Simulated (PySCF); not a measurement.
F2GaHSe, SMILES [F][Ga]([F])[SeH].

The structure is a stationary point at ωB97X-D3(BJ)/def2-SVP. The structure was generated by enumeration; whether it is a known compound was not checked. Other conformers were not sampled.

Level of theory: PySCF with PBE/def2-TZVPD.

The molecule is in vacuum.

```
Property                                                                                                       Result
---------------------------------------------------------------------------------------------  ----------------------
total energy                                                                                      -4526.07782 hartree
point group                                                                                                        Cs
highest occupied level                                                                                       -7.05 eV
lowest empty level                                                                                           -2.79 eV
orbital gap                                                                                                   4.26 eV
dipole moment                                                                                                  2.54 D
quadrupole, principal values (traceless, Buckingham form, about the centre of nuclear charge)  -4.44, -0.68, 5.12 D·Å
mean static polarisability                                                                       57.3 bohr³ (8.50 Å³)
polarisability, principal values                                                               46.7, 52.8, 72.5 bohr³
```
